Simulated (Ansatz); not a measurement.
Ideal-gas functions of CH₃ClFISi (`C[Si](F)(Cl)I`) at 800 K and 1 bar, from an Ansatz frequency run at PBE0-D4/def2-TZVP.

Molar mass 224.48 g/mol, point group C1 (symmetry number 1), electronic degeneracy 1, moments of inertia 198.41, 552.767, 613.336 u Å². Harmonic wavenumbers (cm⁻¹, unscaled): 127, 151, 162, 205, 212, 266, 376, 549, 742, 797, 806, 923, 1281, 1437, 1440, 3059, 3149, 3158.

Use S(trans) = R[1.5 ln M + 2.5 ln T − 1.1517]; rotational temperatures θ = 24.2544 K / I; S(rot) = R[ln(√π/σ · √(T³/θAθBθC)) + 1.5]; for each mode x = 1.438777 ν̃/T, S = R[x/(eˣ − 1) − ln(1 − e⁻ˣ)] and H = RT x/(eˣ − 1); 1 cm⁻¹ = 0.0119627 kJ/mol; R = 8.31446 J/(mol·K).

By hand: the entropy, in J/(mol·K).

Translation 196.9. Rotation: θ = 0.1222, 0.0439, 0.0395 K, giving 135.8. Vibration, mode by mode: 20.61, 19.18, 18.60, 16.66, 16.38, 14.52, 11.72, 8.75, 6.51, 6.00, 5.92, 4.99, 3.00, 2.41, 2.40, 0.22, 0.19, 0.19, in all 158.2. Electronic 0.0. Sum 490.9 J/(mol·K).

By hand: H − E and G − E in kJ/mol, counted from the electronic energy.

Zero-point energy ½ × 18840 × 0.0119627 = 112.7; thermal vibration 58.8; translation, rotation and pV give 4 RT = 26.6. H − E = 198.1 kJ/mol, and G − E = 198.1 − 800 × 490.9/1000 = -194.6 kJ/mol.

Vibration gives 32 % of the entropy, 20.6 J/(mol·K) of it from the mode under 150 cm⁻¹: soft modes count most, and the harmonic formula is weakest for them. The sum counts one conformer and one mirror image; others add a mixing term.
